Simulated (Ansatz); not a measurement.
silene (CH4Si), SMILES C=[SiH2].

Coordinates come from a B3LYP-D3(BJ)/def2-TZVP optimisation.

Two levels are set side by side: PBE/def2-TZVPD (Ansatz, a first-principles code) and CAM-B3LYP/def2-TZVPD (Ansatz). Energy differences of separate SCF runs at the same geometry; the states with an electron removed or added have multiplicity 2 and 2. Differences are taken from unrounded values.

| quantity | CAM-B3LYP | PBE | PBE minus CAM-B3LYP |
|---|---|---|---|
| vertical ionisation energy (eV) | 8.76 | 8.91 | 0.16 |
| vertical singlet–triplet gap (eV) | 2.65 | 2.72 | 0.07 |
